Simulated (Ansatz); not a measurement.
Basis-set extrapolation for CH$_{5}$AlOSi (`[SiH3][Al]1[CH2][O]1`) (PBE0-D4/def2-TZVP geometry, frozen core, the Gaussian-basis code of Ansatz). Multiplicity 1, RHF reference.

```tsv
	def2-TZVPP	def2-QZVPP
HF	-646.515988	-646.537613
MP2 correlation	-0.605841	-0.650089
CCSD(T) correlation	-0.671071	not run
```

Energies in hartree. Use E(X) = E(∞) + A·exp(−7.88·√X) for Hartree–Fock and E(X) = E(∞) + B·X^(−2.97) for correlation, with X = 3 and 4, and add CCSD(T) minus MP2 of the smaller set to the MP2 limit.

Problem. What is the CCSD(T) energy at the basis-set limit?

Solution. HF limit: -646.537613 + (-0.021625) × 0.13774 = -646.54059. MP2 limit: -0.650089 + (-0.044248) × 0.74074 = -0.68287. Higher-order term: -0.671071 − (-0.605841) = -0.06523. Total: -647.28869 hartree, 63.8 kcal/mol below CCSD(T)/def2-TZVPP.
